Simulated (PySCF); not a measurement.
Species: C4H4F3OPSi.
Numbering: `[F:1][C:2]([F:3])([F:4])[c:5]1[o:6][cH:7][c:8]([SiH3:9])[p:10]1`

NICS is the negative of the GIAO shielding at a point without a nucleus: at the ring centre (0) and 1 Å above and below it (1); zz is the component along the ring normal. Level: GIAO PBE0/pcSseg-1 (PySCF, non-relativistic, gas phase) on the GFN2-xTB geometry, one conformer.

Ring bond lengths (Å), with Mayer bond orders in brackets: C5–O6 1.348 (1.03), O6–C7 1.330 (1.11), C7–C8 1.359 (1.61), C8–P10 1.780 (1.11), P10–C5 1.715 (1.51).

Problem. Give the NICS values of each ring in ppm.

Solution. 
| ring | type | NICS(0) | NICS(1), two faces | NICS(1)zz, two faces | rms pucker (Å) | centre to ring atoms, mean (Å) |
| --- | --- | --- | --- | --- | --- | --- |
| C5–O6–C7–C8–P10 | 5-membered ring with O and P; formal bonds all aromatic | -11.2 | -11.0 / -11.1 | -25.4 / -25.5 | 0.00 | 1.27 |

Problem. What can be read from them?

Solution. 
- C5–O6–C7–C8–P10: mean NICS(1)zz -25.5 ppm, shielded.

Problem. How equal are the bonds by HOMA? HOMA = 1 − mean of α(R − Ropt)² over the ring bonds, with Krygowski's 1993 parameters (CC: Ropt 1.388 Å, α 257.7 Å⁻²; CO: Ropt 1.265 Å, α 157.38 Å⁻²; CP: Ropt 1.698 Å, α 118.91 Å⁻²).

Solution. 
- C5–O6–C7–C8–P10: HOMA 0.44; the largest term is that of C5–O6, α(R − Ropt)² = 1.08.

Problem. At the first NICS(1) probe listed for ring C5–O6–C7–C8–P10, 1 Å off the ring, how large is the induced field along the normal in 1 T applied along it?

Solution. NICSzz × B0 = -25.4 ppm × 1 T = -25 μT, against the applied field.

Problem. Give the inner angles of the rings and the Hirshfeld charges of the ring atoms.

Solution. 
- C5–O6–C7–C8–P10: C5 116.0° (-0.039 e), O6 110.1° (-0.040 e), C7 117.1° (+0.035 e), C8 109.4° (-0.179 e), P10 87.3° (+0.094 e); sum 540.0° against 540° for a flat convex ring.

Shape of the structure used: `[F:1][C:2]([F:3])([F:4])[c:5]1[o:6][cH:7][c:8]([SiH3:9])[p:10]1`: F1–C2–C5–O6 179°.
